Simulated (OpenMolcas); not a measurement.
**I II: effect of the active space**

* Program: OpenMolcas
* Method: XMS-CASPT2 or its RAS form, IPEA 0.25 Eh, imaginary shift 0.1 Eh
* Basis: ANO-RCC-VTZP
* Scalar Hamiltonian: DKH2, point nucleus
* Spin-orbit coupling: RASSI with atomic mean-field integrals over the reference wave functions, term energies averaged over their components

A. 4 electrons in 3 orbitals (5p); 2S+1 = 3 even, 3 roots; 2S+1 = 1 even, 6 roots; closed shells correlated: 4d 5s; CASPT2 step of the order of 1 core-seconds
B. 6 electrons in 9 orbitals (RAS2 5s 5p; RAS3 5d, at most 2 electrons); 2S+1 = 3 even, 3 roots; 2S+1 = 1 even, 6 roots; 2S+1 = 3 odd, 3 roots; 2S+1 = 1 odd, 3 roots; closed shells correlated: 4d; CASPT2 step roughly 10 core-seconds

Energies in cm⁻¹ above 5s² 5p⁴ ³P₂, the measured ground level; measured values from NIST Handbook of Basic Atomic Spectroscopic Data.

| Level | A | B | Measured |
| --- | --- | --- | --- |
| 5s² 5p⁴ ³P₂ | 0.0 | 0.0 | 0.0 |
| 5s² 5p⁴ ³P₀ | 6210 | 6230 | 6448 |
| 5s² 5p⁴ ³P₁ | 6350 | 6170 | 7087 |
| 5s² 5p⁴ ¹D₂ | 13390 | 13520 | 13727 |
| 5s² 5p⁴ ¹S₀ | 28890 | 29250 | 29501 |

Deviations, from unrounded energies. A percentage is the sum of absolute deviations over the sum of measured energies, with the sign that they share, or ± where signs differ.

| Against measurement | Levels | A | B |
| --- | --- | --- | --- |
| mean absolute deviation (cm-1) | 4 | 480 | 400 |
| fine structure of the ground term (%) | 2 | -7.2 | -8.4 |
| other terms of the ground configuration (%) | 2 | -2.2 | -1.1 |

B lies closest to measurement on these levels. The largest miss of B in the table is 5s² 5p⁴ ³P₁, by -920 cm-1. The ranking rests on the paired levels alone, and a cruder setting can come out closer through cancelling errors.

The two smallest mean deviations differ by little beside CASPT2's spread within terms, so their order carries little weight.

Between A and B the level of the table that moves most is 5s² 5p⁴ ¹S₀, by 360 cm-1 (lowest in A, highest in B). Moves below CASPT2's spread within the term are not significant.

CASPT2 does not keep the components of a term degenerate, so their means are used; among the terms shown or strongly mixed into the levels shown the widest spread is 1300 cm-1 (5s² 5p⁴ ¹D, A). With the s shell closed, the reference lacks s² → p² mixing (holds for A). The run also gave levels led by 5s² 5p³ 5d, which use shells meant for correlation; these and all levels above them are left out (holds for B). Measured partners are found by configuration, term and J. A level has none where our copy of the source lacks it or the pairing is in doubt (some pairs that miss far off the trend of their configuration count as doubtful), and it then counts in no deviation. Only configurations of the active space appear. Levels that lie high or do not pair safely by name in every column are left out.
